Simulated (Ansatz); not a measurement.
Pulling the pair apart

The pair of N2 (SMILES N#N, atoms 1–2) and Si2H6 (SMILES [SiH3][SiH3], atoms 3–10), both closed shells, in one local arrangement (a lower one may exist), relaxed at PBE0-D4/def2-TZVP:

```
10
angstrom
N 0.3828 0.1746 -3.6873
N 0.4206 -0.4549 -2.7990
Si -0.9868 -0.6975 0.5924
Si 0.7882 0.7640 1.0216
H -1.8679 -0.1452 -0.4713
H -0.4788 -2.0242 0.1540
H -1.7963 -0.8813 1.8275
H 0.2674 2.0790 1.4836
H 1.6023 0.9817 -0.2039
H 1.6683 0.2041 2.0824
```

Si2H6 is shifted rigidly along the line between the mean atom positions of the two fragments (negative: closer). Counterpoise interaction energies in kcal/mol. Ansatz 0.2.0; basis: def2-TZVPPD; cores frozen in the correlated methods.

| shift (Å) | r2SCAN-D4 | PBE-D4 | HF |
| --- | --- | --- | --- |
| -0.37 | -0.18 | -0.36 | 1.82 |
| -0.18 | -0.46 | -0.63 | 1.02 |
| 0.00 | -0.54 | -0.70 | 0.56 |
| 0.18 | -0.53 | -0.66 | 0.29 |
| 0.44 | -0.44 | -0.52 | 0.11 |
| 0.92 | -0.25 | -0.22 | 0.00 |
| 1.84 | -0.05 | 0.11 | -0.01 |
| 3.68 | 0.05 | 0.25 | 0.00 |

At the largest shift the D4 term itself is slightly repulsive (r2SCAN-D4 +2.2 meV, PBE-D4 +10.9 meV): a quirk of that model, not of the functional.

**Question.** What does CCSD(T) give at these shifts? (An estimate is asked for; the value comes from the calculation.)

**Answer.** The calculation gives: -0.15, -0.51, -0.63, -0.63, -0.55, -0.35, -0.13, -0.02 kcal/mol. For zero shift, CCSD(T) at an estimated basis limit (MP2 extrapolated from triple and quadruple zeta, plus CCSD(T) − MP2 in triple zeta) gives -0.74 kcal/mol. These are counterpoise interaction energies, counted from the two frozen fragments.

No T1 diagnostic of these runs exceeds 0.013.

For scale, one of the runs: CCSD(T)/def2-TZVPPD, 272 basis functions, launched by `ansatz run in.yaml --threads 4 --pin off --events-out ev --progress --plain --max-ram 9574MiB`. Time: 120 s of wall clock on 4 CPU threads of an Arm Neoverse V1; the host was shared. Peak host memory: 6.7 GiB.
